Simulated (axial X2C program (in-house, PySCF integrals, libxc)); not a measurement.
What spin–orbit coupling does to PtO⁺

Computed with an in-house all-electron X2C program for linear molecules (integrals from PySCF). Spin-free means the one-electron spin-free X2C Hamiltonian; two-component (2c) means X2C with spin–orbit coupling and atomic mean-field two-electron Coulomb and Gaunt terms, so the difference of the two also holds small scalar two-electron terms. Basis: Pt dyall-cv3z [13s14p9d6f4g], O dyall-av3z [7s6p3d2f] (cores contracted in-house); Gaussian nuclei, density fitting, unrestricted open shells. Masses: Pt 194.965 u, O 15.995 u.

Spin-free state: M_S = 3/2, Λ = 0 (beyond evenly filled blocks: σα, π+α, π-α); fragments Pt+ + O.

```csv
level,Re (Å),ωe (cm⁻¹),De (eV),μ (D)
PBE0,1.715,851.9,3.510,-1.68
B3LYP,1.731,828.5,3.590,-1.64
```

Dipoles are positive if O is the positive end and refer to the centre of mass.

Two-component determinant lowest at the distance of the search:

Ω = 3/2 (⟨Sz⟩ = 1.40, ⟨Lz⟩ = 0.10 at PBE0); fragments Pt+ + O.

| level | Re (Å) | ωe (cm⁻¹) | De (eV) | μ (D) |
| --- | --- | --- | --- | --- |
| PBE0 | 1.717 | 846.8 | 3.270 | -1.79 |
| B3LYP | 1.734 | 822.9 | 3.348 | -1.76 |

(1) From the two tables, how do the constants change at the PBE0 level (2c against spin-free)?

Occupations by symmetry block were frozen at the best pattern of an incomplete PBE0 search. Dissociation energies refer to the lowest single-determinant-based atoms at the same level and basis. Density functionals use the spin component along the axis (collinear). In 2c an atomic determinant is not the ground J level, so De misses part of the atomic spin–orbit lowering. This holds for PBE0, B3LYP. Other states lie close and PBE0, whose exact exchange favours high spin, may order them wrongly; the determinant shown need not be the ground state. The nearest other spin-free determinant of the search, M_S = 1/2, Λ = 0, lies 0.25 eV up at the distance of the search. Without a current term, density functionals place determinants with orbital angular momentum somewhat too high. With several unpaired electrons one determinant need not be a pure state. This is the top spin component of a Σ state; components of lower Ω are not single determinants and can lie lower.

Answers

(1) At the PBE0 level Re increases by 0.002 Å and ωe falls by 5.1 cm⁻¹; De is not compared, since the atomic limits differ or miss part of their spin–orbit lowering.
